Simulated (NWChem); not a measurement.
System: CH4ClFOSi; SMILES C[Si](O)(F)Cl

NWChem input:

```
start job
memory heap 200 mb stack 900 mb global 1100 mb
geometry units angstroms noautoz
  C      1.589571     1.197638     0.201117
  Si    -0.042129     0.374988    -0.004112
  O     -0.762888     0.910519    -1.377314
  F     -0.998630     0.688061     1.264231
  Cl     0.132421    -1.678996    -0.046635
  H      2.250912     0.956768    -0.643877
  H      2.074737     0.865691     1.130460
  H      1.460595     2.289789     0.242814
  H     -1.592626     0.504142    -1.645711
end
basis spherical
  * library def2-tzvp
end
dft
  xc xpbe96 cpbe96
  iterations 150
  semidirect filesize 400000000
  mulliken
end
task dft energy
```

Excerpt of the output:

```
             Northwest Computational Chemistry Package (NWChem) 7.3.0
             --------------------------------------------------------

 C1  symmetry detected

                             Geometry "geometry" -> ""
                             -------------------------

 Output coordinates in angstroms (scale by  1.889725989 to convert to a.u.)

  No.       Tag          Charge          X              Y              Z
 ---- ---------------- ---------- -------------- -------------- --------------
    1 C                    6.0000     1.63775403     1.10405647     0.06633377
    2 Si                  14.0000    -0.03423561     0.34223897    -0.00716198
    3 O                    8.0000    -0.82469762     0.87069590    -1.34427596
    4 F                    9.0000    -0.89069932     0.72573035     1.31231031
    5 Cl                  17.0000     0.05859479    -1.71749198    -0.00302625
    6 H                    1.0000     2.23114449     0.81534615    -0.81340440
    7 H                    1.0000     2.17126354     0.77696736     0.97056471
    8 H                    1.0000     1.55362104     2.20119780     0.08556394
    9 H                    1.0000    -1.68549130     0.49102759    -1.54559805

 Effective nuclear repulsion energy (a.u.)     311.2958523637

  pbe96 is a nonlocal functional; adding pw91lda local functional.

                                 NWChem DFT Module
                                 -----------------

 Summary of "ao basis" -> "ao basis" (spherical)
 ------------------------------------------------------------------------------
       Tag                 Description            Shells   Functions and Types
 ---------------- ------------------------------  ------  ---------------------
 C                         def2-tzvp                11       31   5s3p2d1f
 Si                        def2-tzvp                13       37   5s5p2d1f
 O                         def2-tzvp                11       31   5s3p2d1f
 F                         def2-tzvp                11       31   5s3p2d1f
 Cl                        def2-tzvp                13       37   5s5p2d1f
 H                         def2-tzvp                 4        6   3s1p

            General Information
            -------------------
          SCF calculation type: DFT
          Wavefunction type:  closed shell.
          No. of atoms     :     9
          No. of electrons :    58
           Alpha electrons :    29
            Beta electrons :    29
          Charge           :     0
          Spin multiplicity:     1
          Use of symmetry is: off; symmetry adaption is: off
          Maximum number of iterations: 150
          AO basis - number of functions:   191
                     number of shells:    75
          Convergence on energy requested:  1.00D-06
          Convergence on density requested:  1.00D-05
          Convergence on gradient requested:  5.00D-04

              XC Information
              --------------
          PerdewBurkeErnzerhof Exchange Functional  1.000
            Perdew 1991 LDA Correlation Functional  1.000 local
           PerdewBurkeErnz. Correlation Functional  1.000 non-local

             Grid Information
             ----------------
          Grid used for XC integration:  medium
          Radial quadrature: Mura-Knowles
          Angular quadrature: Lebedev.
          Tag              B.-S. Rad. Rad. Pts. Rad. Cut. Ang. Pts.
          ---              ---------- --------- --------- ---------
          C                   0.70       49          11.0       434
          Si                  1.10       88           9.0       590
          O                   0.60       49          11.0       434
          F                   0.50       49          11.0       434
          Cl                  1.00       88          11.0       590
          H                   0.35       45          12.0       434
          Grid pruning is: on
          Number of quadrature shells:   503
          Spatial weights used:  Erf1

      Superposition of Atomic Density Guess
      -------------------------------------

 Sum of atomic energies:        -962.18604972

      Non-variational initial energy
      ------------------------------

 Total energy =    -963.875754
 1-e energy   =   -1949.977125
 2-e energy   =     674.805519
 HOMO         =      -0.417549
 LUMO         =       0.039472

------------------------------------------------------------
EAF file 0: "./job.aoints.0" size=547880960 bytes
------------------------------------------------------------
               write      read    awrite     aread      wait
               -----      ----    ------     -----      ----
     calls:     1045         0         0         0         0
   data(b): 5.48e+08  0.00e+00  0.00e+00  0.00e+00
   time(s): 0.00e+00  0.00e+00  0.00e+00  0.00e+00  0.00e+00
rate(mb/s): 0.00e+00  0.00e+00
------------------------------------------------------------

     ---------------------------------------------
      Total Density - Mulliken Population Analysis
     ---------------------------------------------

    Atom       Charge   Shell Charges
 -----------   ------   -------------------------------------------------------
    1 C    6     6.75   0.86  1.12  0.55  0.69  0.13  1.29  1.55  0.54  0.01  0.01  0.00
    2 Si  14    12.57   2.00  0.59  1.39  0.73  0.22  4.10  1.74  0.45  0.69  0.13  0.21  0.21  0.10
    3 O    8     8.83   0.79  1.18  0.59  0.95  0.24  2.02  2.20  0.85  0.00  0.01  0.00
    4 F    9     9.52   0.77  1.20  0.61  1.01  0.31  2.37  2.36  0.88  0.00  0.01  0.00
    5 Cl  17    17.38   2.01  0.45  1.52  1.11  0.84  4.19  1.69  1.10  2.95  1.51  0.00  0.02  0.00
    6 H    1     0.80   0.23  0.43  0.12  0.02
    7 H    1     0.80   0.23  0.43  0.12  0.02
    8 H    1     0.80   0.23  0.43  0.12  0.02
    9 H    1     0.55   0.19  0.25  0.06  0.04

   convergence    iter        energy       DeltaE   RMS-Dens  Diis-err
 ---------------- ----- ----------------- --------- --------- ---------
 d= 0,ls=0.0,diis     1   -964.8974436351 -1.28D+03  6.62D-03  2.06D+00
 d= 0,ls=0.0,diis     2   -964.7225438943  1.75D-01  4.77D-03  3.43D+00
 d= 0,ls=0.0,diis     3   -964.9887677786 -2.66D-01  1.21D-03  3.89D-01
 d= 0,ls=0.0,diis     4   -965.0160089851 -2.72D-02  5.42D-04  2.10D-02
 d= 0,ls=0.0,diis     5   -965.0182494569 -2.24D-03  1.46D-04  2.27D-03
  Resetting Diis
 d= 0,ls=0.0,diis     6   -965.0185282179 -2.79D-04  2.53D-05  4.93D-05
 d= 0,ls=0.0,diis     7   -965.0185323971 -4.18D-06  2.57D-05  1.38D-05
 d= 0,ls=0.0,diis     8   -965.0185286658  3.73D-06  1.59D-05  4.91D-05
 d= 0,ls=0.0,diis     9   -965.0185340192 -5.35D-06  1.72D-06  5.09D-07
 d= 0,ls=0.0,diis    10   -965.0185340638 -4.46D-08  3.52D-07  1.56D-08

         Total DFT energy =     -965.018534063755
      One electron energy =    -1954.170518418611
           Coulomb energy =      752.573300956042
    Exchange-Corr. energy =      -74.717168964863
 Nuclear repulsion energy =      311.295852363677

 Numeric. integr. density =       57.999994744734

                       DFT Final Molecular Orbital Analysis
                       ------------------------------------

 Vector   27  Occ=2.000000D+00  E=-3.098519D-01
              MO Center= -1.6D-01, -9.0D-03, -4.3D-01, r^2= 3.7D+00
   Bfn.  Coefficient  Atom+Function         Bfn.  Coefficient  Atom+Function
  ----- ------------  ---------------      ----- ------------  ---------------
   147      0.237238  5 Cl pz                75      0.198854  3 O  py
   146      0.193266  5 Cl py                76      0.186370  3 O  pz
    78      0.166244  3 O  py                79      0.154675  3 O  pz
   150      0.142200  5 Cl pz                 6      0.130233  1 C  px
    81      0.118357  3 O  py               149      0.117926  5 Cl py

 Vector   28  Occ=2.000000D+00  E=-2.901210D-01
              MO Center=  1.8D-01, -1.2D+00, -1.5D-02, r^2= 2.7D+00
   Bfn.  Coefficient  Atom+Function         Bfn.  Coefficient  Atom+Function
  ----- ------------  ---------------      ----- ------------  ---------------
   145      0.473545  5 Cl px               148      0.304637  5 Cl px
   142      0.223803  5 Cl px               136     -0.184678  5 Cl px
   147     -0.108472  5 Cl pz                 6      0.102021  1 C  px
     7      0.091560  1 C  py                 9      0.089261  1 C  px
    76      0.084900  3 O  pz                 5     -0.083913  1 C  s

 Vector   29  Occ=2.000000D+00  E=-2.842795D-01
              MO Center= -2.5D-01, -7.6D-01, -3.6D-01, r^2= 3.2D+00
   Bfn.  Coefficient  Atom+Function         Bfn.  Coefficient  Atom+Function
  ----- ------------  ---------------      ----- ------------  ---------------
   147      0.427852  5 Cl pz               150      0.273291  5 Cl pz
    75     -0.240918  3 O  py               144      0.201223  5 Cl pz
    78     -0.199539  3 O  py               138     -0.166110  5 Cl pz
    81     -0.151322  3 O  py                74      0.108271  3 O  px
   145      0.108067  5 Cl px                77      0.090363  3 O  px

 Vector   30  Occ=0.000000D+00  E=-1.052833D-02
              MO Center= -9.1D-01,  3.8D-01, -8.7D-01, r^2= 5.8D+00
   Bfn.  Coefficient  Atom+Function         Bfn.  Coefficient  Atom+Function
  ----- ------------  ---------------      ----- ------------  ---------------
     5      1.272400  1 C  s                188     -0.950997  9 H  s
    73      0.859693  3 O  s                 36     -0.837095  2 Si s
   176     -0.678894  7 H  s                170     -0.534390  6 H  s
   182     -0.527860  8 H  s                135      0.275492  5 Cl s
    80     -0.257251  3 O  px               149      0.257749  5 Cl py

[...]
```

Level: PBE/def2-TZVP. Coordinates come from a PBE0/def2-SVP optimisation.
